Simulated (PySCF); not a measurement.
# How methods differ on the excitation energy of Ni

Ni [Ar] 3d8 4s2 (3F) → Ni [Ar] 3d7 4s2 5s1 (5F), as a difference of total energies. Computed with PySCF 2.14 in aug-cc-pVTZ with one added diffuse shell each of s, p, d, f, g type (9s8p6d4f3g, 118 functions), with the non-relativistic Hamiltonian (point nucleus). Correlated levels: valence: [Ar] frozen. The calculations carry no spin-orbit coupling.

```tsv
method	excitation energy (eV)
UHF	9.282
LDA	12.429
PBE	12.024
PBE0	11.554
r2SCAN	11.967
M06	12.208
r2SCANh	11.795
B3LYP	11.780
MP2 (valence)	11.477
SCS-MP2 (valence)	11.423
```

**Question.** How much does correlation contribute at MP2 (valence)?

**Answer.** 11.477 − (9.282) = 2.195 eV, measured against UHF.

A first-order spin-orbit estimate (lowest level to lowest level, LS coupling) adds -0.012 eV.

The upper state lies above the first ionisation limit, but in LS coupling its spin forbids autoionisation to the ground ion. A Rydberg-like electron needs more diffuse functions than a valence basis has.

The promoted electron is Rydberg-like, and one or two diffuse shells describe it only roughly, which tends to raise the upper state.
